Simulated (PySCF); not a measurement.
**Ionisation energy of Te⁺ by level of theory**

Te⁺ [Kr] 4d10 5s2 5p3 (4S) → Te²⁺ [Kr] 4d10 5s2 5p2 (3P), as a difference of total energies. Computed with PySCF 2.14 in x2c-TZVPPall with one added diffuse shell each of s, p, d, f type (9s7p5d3f, 76 functions), with the spin-free X2C one-electron Hamiltonian (Gaussian nucleus). Correlated levels: valence: [Kr] 4d10 frozen; valence and next inner shell: [Ar] 3d10 frozen. The calculations carry no spin-orbit coupling.

| method | ionisation energy (eV) |
| --- | --- |
| UHF | 18.350 |
| LDA | 18.938 |
| PBE | 18.748 |
| PBE0 | 18.850 |
| r2SCAN | 18.983 |
| HSE06 | 18.819 |
| LC-wPBE | 18.909 |
| TPSSh | 18.797 |
| MP2 (valence) | 18.748 |
| SCS-MP2 (valence) | 18.628 |
| SCS-MP2 (valence and next inner shell) | 18.761 |

Problem. Estimate what wB97M-V gives.

Solution. 18.663 eV, closest to SCS-MP2 (valence) among the rows shown.

Problem. Estimate what MP2 (valence and next inner shell) gives.

Solution. 18.939 eV, closest to LDA among the rows shown.

A first-order spin-orbit estimate (lowest level to lowest level, LS coupling) adds -0.596 eV.

Errors of the correlated levels include the incompleteness of this basis and the frozen core.

For comparison: 18.6 ± 0.4 eV (measured; NIST Atomic Spectra Database, ionization energies).
